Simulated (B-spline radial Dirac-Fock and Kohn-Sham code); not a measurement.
Atomic SCF run for Sr

ΔSCF core binding energies without Breit or QED terms, calculated with a B-spline atomic structure program. Keys: rel is the Hamiltonian (dirac, or spin-free x2c and nr, where L3 and M5 stand for the whole 2p and 3d shells), method is hf or an exchange,correlation pair (spin-unpolarised, also for the hole states), nuc the nuclear model, radius_factor scales its radius, rmax is the box in bohr, h the logarithmic mesh step, order the B-spline order, points the quadrature points per cell, c_factor scales the speed of light, and damp, ndamp, maxit and tol steer the iteration. The run stops when the commutator error falls below 10·tol·max(1, Z/10), or the numerical noise floor, and the energy has settled to about 1e-8 Ha; the virial ratio is −V/T.

Input (task.json):

```json
{"items": [{"Z": 38, "q": 0, "cfg": [[1, 0, 2], [2, 0, 2], [2, 1, 6], [3, 0, 2], [3, 1, 6], [3, 2, 10], [4, 0, 2], [4, 1, 6], [5, 0, 2]], "A": 88, "rrms": 4.224, "do": "settings", "holes": ["K", "L3", "M5"],
  "settings": [{"rel": "dirac", "method": "hf", "nuc": "fermi", "radius_factor": 1.0, "rmax": 45.0, "h": 0.3, "order": 8, "points": 10, "c_factor": 0.1139, "maxit": 92, "damp": 0.5, "ndamp": 3, "tol": 1e-08}]}]}
```

Command: `python xray2_run.py task.json out`

Ground-state iterations:

```
iter   energy (Ha)        error
   1    -3105.35001785  1.48e+01
   2    -4576.77246741  3.60e+00
   3    -4597.78140439  1.94e+00
   4    -4600.81389740  9.18e-01
   5    -4602.26120847  1.74e-01
   6    -4602.32242620  3.40e-02
   7    -4602.32601760  6.93e-03
   8    -4602.32610986  3.31e-03
   9    -4602.32612863  2.31e-04
  10    -4602.32612905  1.03e-04
  11    -4602.32612923  1.42e-05
  12    -4602.32612924  3.33e-06
  13    -4602.32612924  1.41e-07
```

The ground state converged in 13 iterations, with total energy -4602.32613 Ha, virial ratio 1.17248 and highest orbital energy -5.15 eV. ΔSCF binding energies: K (1s) 9913.1 eV, L3 (2p3/2) 3015.7 eV, M5 (3d5/2) 20.71 eV.

Q: One setting is unsound. Which, and why?

A: c_factor makes c so small that Zα exceeds 1, so any numbers that come out have no meaning. With the default settings (Dirac Hartree-Fock): The ground state converged in 10 iterations, with total energy -3178.08083 Ha, virial ratio 1.97048 and highest orbital energy -4.93 eV. ΔSCF binding energies: K (1s) 16152.2 eV, L3 (2p3/2) 1951.9 eV, M5 (3d5/2) 141.2 eV.
